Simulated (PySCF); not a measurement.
CH₇ClOSi₂, SMILES [SiH3]CO[SiH2]Cl.

Coordinates come from a PBE0-D3(BJ)/def2-SVP optimisation. This is a generated structure with no PubChem entry under its InChIKey; it may be hypothetical. Other conformers were not sampled.

Two levels are set side by side: TDA-PBE/def2-SVPD (PySCF) and TDA-PBE0/def2-SVPD (PySCF). Vertical, same geometry. The lowest singlet is HOMO→LUMO 95 % with PBE and HOMO→LUMO 92 % with the other functional; states are paired by order. Differences are taken from unrounded values.

```
quantity                               TDA-PBE0  TDA-PBE  TDA-PBE minus TDA-PBE0
-------------------------------------  --------  -------  ----------------------
lowest singlet excitation (eV)             6.81     6.02                   -0.79
lowest triplet excitation (TDA) (eV)       6.43     5.74                   -0.68
first bright state (f over 0.05) (eV)      7.37     6.92                   -0.45
its oscillator strength                    0.05     0.08                    0.03
```

Functionals without exact exchange tend to place singlet excitations lower, as here. Differences between two approximate levels are no errors against the true value.

Rough cost on one machine, each run with all the roots and properties that it gave: TDA-PBE0 against TDA-PBE about 3 times.
